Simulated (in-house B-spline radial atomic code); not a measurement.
The numbers below are computed, except where a source is named.
## Weak and strong correlation along the adiabatic connection

Two-electron singlets in several external potentials (atomic units), by full CI in B-splines with partial waves to l = 8 (correlation energies up to 0.6 % small). The repulsion is scaled by λ at fixed density; W(λ) is the mean repulsion less the Hartree energy, W(0) = E_x, and the area under W from 0 to 1 is E_xc.

One system gave this curve:

| λ | W (hartree) |
| --- | --- |
| 0 | -0.21135 |
| 0.02 | -0.21331 |
| 0.05 | -0.21611 |
| 0.12 | -0.22196 |
| 0.25 | -0.23079 |
| 0.4 | -0.23856 |
| 0.6 | -0.24623 |
| 0.8 | -0.25189 |
| 1 | -0.25624 |
| 1.4 | -0.26252 |
| 2 | -0.26861 |
| 3 | -0.27469 |
| 4.5 | -0.2799 |
| 7 | -0.28466 |

Task: Which system is it?
A. −V exp(−r²/w²), V = 0.541, w = 8.45
B. −Z/r, Z = 6.96, wall at 0.653 bohr
C. −Z/r, Z = 2, wall at 2 bohr
D. −Z/r, Z = 0.562, wall at 1.95 bohr

Result: A. The exchange energy sets the size: −V exp(−r²/w²), V = 0.541, w = 8.45: E_x = -0.211, E_c = -0.0286; −Z/r, Z = 6.96, wall at 0.653 bohr: E_x = -4.42, E_c = -0.0447; −Z/r, Z = 2, wall at 2 bohr: E_x = -1.24, E_c = -0.0413; −Z/r, Z = 0.562, wall at 1.95 bohr: E_x = -0.947, E_c = -0.0445 hartree.
